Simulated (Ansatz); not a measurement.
MoCl6, relaxed as a singlet with RKS r2SCAN-D4/def2-SVP in Ansatz, starting from the GFN2-xTB geometry. Force threshold 0.02 eV/Å.

In the def2 sets Mo takes a core potential; there is no spin–orbit coupling.

Start:

| atom | x (Å) | y (Å) | z (Å) |
| --- | --- | --- | --- |
| Mo1 | 0.001 | 0.002 | -0.001 |
| Cl2 | 1.521 | 1.721 | -0.103 |
| Cl3 | -1.503 | -1.733 | 0.088 |
| Cl4 | 1.714 | -1.491 | 0.339 |
| Cl5 | -1.723 | 1.484 | -0.319 |
| Cl6 | 0.178 | -0.281 | -2.273 |
| Cl7 | -0.190 | 0.298 | 2.269 |

| step | energy (eV) | largest force component (eV/Å) | SCF passes |
| --- | --- | --- | --- |
| 1 | -76970.7194 | 0.222 | 21 |
| 2 | -76970.7253 | 0.093 | 21 |
| 3 | -76970.7263 | 0.016 | 21 |

Force components are those of the run's own axes.

End:

```tsv
atom	x (Å)	y (Å)	z (Å)
Mo1	0.000	0.001	0.000
Cl2	1.519	1.735	-0.096
Cl3	-1.516	-1.737	0.093
Cl4	1.725	-1.497	0.333
Cl5	-1.727	1.495	-0.329
Cl6	0.183	-0.291	-2.283
Cl7	-0.185	0.294	2.282
```

By distances, no bond broke or formed. The bond that changes most is Mo1–Cl5, from 2.30 to 2.31 Å (atoms count from 1).

No frequencies were taken in this run, so the end may be a saddle point.

Hardware: 4 threads of Arm Neoverse V2 on a shared host. Wall time 9.5 s.
